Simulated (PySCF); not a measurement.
**Electron correlation in Ru (ruthenium, neutral)**

[Kr] 4d7 5s1, high-spin 5F determinant. All numbers are calculated (PySCF 2.14, scalar relativity through the core potential, in def2-TZVPPD with the def2 core potential (28 electrons) (6s4p3d2f1g, 56 functions)). Frozen: 4s2 4p6; 8 electrons correlated.

MP2 pair energies summed by pair of shells (mhartree):

```csv
pair,energy,share (%)
4d-4d,-154.31,84.8
4d-5s,-27.70,15.2
```

Total MP2 correlation energy: -182.00 mhartree.

Same-spin part -81.47 and opposite-spin part -100.53 mhartree; SCS-MP2 scales them by 1/3 and 6/5 to -147.80 mhartree.
